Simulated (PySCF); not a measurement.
Computed properties of CHF2, SMILES F[CH]F

CHF2, SMILES F[CH]F (connectivity only; charge and spin as stated), charge +1, multiplicity 1. Geometry optimised at PBE0-D3(BJ)/def2-TZVP. The multiplicity is an assumed one; other spin states were not compared. The isomer is the one that the SMILES or the coordinates give; other isomers of the formula were not compared. One conformer was computed; it need not be the lowest. All values are computed for the isolated molecule unless a solvent is named; none is compared with measurement here.

**Structure.** The optimised structure has C2v symmetry. All 6 harmonic modes at PBE0-D3(BJ)/def2-TZVP (PySCF) are real, so it is a minimum. With heavy atoms numbered as in [F:1][CH:2][F:3], the shortest bond between them is C2–F3 at 1.228 Å and the longest F1–C2 at 1.228 Å.

**Vibrations.** The strongest infrared lines (harmonic, unscaled, degenerate partners summed) lie at 1677 cm⁻¹ (360 km/mol, C 71 %, F 25 %), 1417 cm⁻¹ (128 km/mol, F 47 %, C 46 %), 1319 cm⁻¹ (53 km/mol, H 90 %, F 10 %). The softest mode is at 677 cm⁻¹ and the zero-point energy is 13.3 kcal/mol.

**Electronic structure.** PBE0/def2-TZVPD (PySCF) places the frontier levels at -21.37 and -11.07 eV, a gap of 10.30 eV and a mean polarisability of 12.0 bohr³. PBE/def2-TZVPD (PySCF) at the same geometry gives -19.34 and -12.31 eV, so its gap is 3.27 eV narrower. An orbital gap is neither the optical nor the fundamental gap.

**Excitations.** TDDFT-CAM-B3LYP/def2-TZVPD (PySCF) has S1 at 7.83 eV (158 nm, f = 0.006, weak); the most intense of the 10 singlets computed lies at 14.53 eV (f = 0.15). T1 (TDA) is at 7.02 eV. TDDFT-PBE/def2-TZVPD (PySCF) puts S1 at 7.34 eV. No vertical singlet excitation falls in the visible range (under 3.1 eV).

**NMR.** GIAO shifts at PBE0/pcSseg-2 (PySCF) (non-relativistic, atoms alike by connectivity averaged): ¹³C at 202.7 ppm against TMS; ¹H at 9.6 ppm against TMS; ¹⁹F at 147.6 ppm against CFCl3.

**Solvation.** SMD-PBE0/6-31G* (PySCF) gives -76.7 kcal/mol in water, -75.6 kcal/mol in acetone, -44.6 kcal/mol in toluene (1 M in both phases, gas-phase geometry); of these solvents water holds the molecule best.
